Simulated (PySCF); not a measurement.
# `CC/C(Cl)=C\C(=O)Cl`, C$_{5}$H$_{6}$Cl$_{2}$O

Geometry:
| atom | x (Å) | y (Å) | z (Å) |
| --- | --- | --- | --- |
| C1 | -1.674 | -0.535 | 0.586 |
| C2 | -0.912 | -0.124 | -0.680 |
| C3 | 0.079 | 0.938 | -0.357 |
| Cl4 | -0.538 | 2.539 | -0.394 |
| C5 | 1.366 | 0.762 | -0.006 |
| C6 | 2.003 | -0.535 | 0.063 |
| O7 | 1.545 | -1.624 | -0.091 |
| Cl8 | 3.733 | -0.370 | 0.437 |
| H9 | -0.985 | -0.958 | 1.312 |
| H10 | -2.419 | -1.284 | 0.336 |
| H11 | -2.174 | 0.323 | 1.029 |
| H12 | -1.619 | 0.250 | -1.423 |
| H13 | -0.392 | -0.995 | -1.078 |
| H14 | 1.987 | 1.613 | 0.229 |

Computed with GIAO PBE/pcSseg-1 magnetisability, rotational g tensor and spin-rotation constants, non-relativistic, gas phase in PySCF. Geometry: GFN2-xTB.

Question: Give the nuclear spin-rotation constants along the inertial axes (H = +C I·J) beside the isotropic shieldings.

Answer: Rotational constants 2.2965, 0.7781, 0.6083 GHz. A star marks the isotopologue with that one atom substituted, in its own axes.
| atom | isotope | Caa (kHz) | Cbb (kHz) | Ccc (kHz) | mean (kHz) | σ (ppm) |
| --- | --- | --- | --- | --- | --- | --- |
| Cl4 | 35Cl | 0.787 | 0.243 | 0.223 | 0.418 | 572.3 |
| Cl8 | 35Cl | 0.592 | 0.434 | 0.315 | 0.447 | 399.0 |
| H9 | 1H | -0.060 | -0.083 | -0.043 | -0.062 | 30.5 |
| H10 | 1H | -0.233 | 0.005 | -0.064 | -0.098 | 30.4 |
| H11 | 1H | -0.100 | -0.065 | -0.045 | -0.070 | 30.4 |
| H12 | 1H | -0.021 | -0.086 | -0.042 | -0.050 | 29.5 |
| H13 | 1H | -0.060 | -0.046 | -0.041 | -0.049 | 27.5 |
| H14 | 1H | -0.225 | 0.066 | -0.064 | -0.074 | 25.2 |
| C1 | 13C* | 0.360 | 0.116 | 0.081 | 0.185 | 165.5 |
| C2 | 13C* | 0.464 | 0.128 | 0.105 | 0.232 | 143.5 |
| C3 | 13C* | 1.101 | 0.375 | 0.137 | 0.538 | 1.3 |
| C5 | 13C* | 0.695 | 0.326 | 0.140 | 0.387 | 54.3 |
| C6 | 13C* | 1.202 | 0.243 | 0.182 | 0.542 | 12.0 |
| O7 | 17O* | -1.304 | -0.608 | -0.083 | -0.665 | -207.2 |

For the geometry as given, no vibrational averaging.

Question: How do the rotational constants and the g tensor change when H9, H10, H11, H12, H13, H14 are replaced by deuterium?

Answer: Constants 2.0359, 0.7487, 0.5797 GHz; g -0.0274, -0.0131, -0.0071, against -0.0308, -0.0136, -0.0074 before.
